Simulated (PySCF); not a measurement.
# Correlation energy of Ni²⁺ (nickel, charge +2)

[Ar] 3d7 4p1, one real determinant (an excited configuration). All numbers are calculated (PySCF 2.14, the spin-free X2C one-electron Hamiltonian (Gaussian nucleus), in x2c-TZVPPall with one added diffuse shell each of s, p, d, f type (7s6p5d3f1g, 80 functions)). Frozen: [Ar]; 8 electrons correlated.

MP2 pair energies summed by pair of shells (mhartree):

| pair | energy | share (%) |
| --- | --- | --- |
| 3d-3d | -169.15 | 91.6 |
| 3d-4p | -15.52 | 8.4 |

Total MP2 correlation energy: -184.67 mhartree.

Same-spin part -83.07 and opposite-spin part -101.60 mhartree; SCS-MP2 scales them by 1/3 and 6/5 to -149.61 mhartree.

The reference is one real determinant that mixes LS terms of this configuration.
